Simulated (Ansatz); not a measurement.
Breaking a bond: SeAl (cation, charge +1), lowest triplet found (which spin is the ground state isn't settled by this scan).

Calculation: full CI/cc-pVDZ, cores with 3d frozen run with Ansatz (a quantum-chemistry and plane-wave program).

### Question
Relative to R = 3.04 Å, what are the energies at R = 2.85, 3.27, 3.54, 3.82 Å?

### Answer
0.8 kcal/mol at 2.85 Å, 0.9 kcal/mol at 3.27 Å, 2.9 kcal/mol at 3.54 Å, 5.3 kcal/mol at 3.82 Å.

The scan ran from 1.74 to 8.21 Å; beyond the distances shown full CI changes its symmetry label.
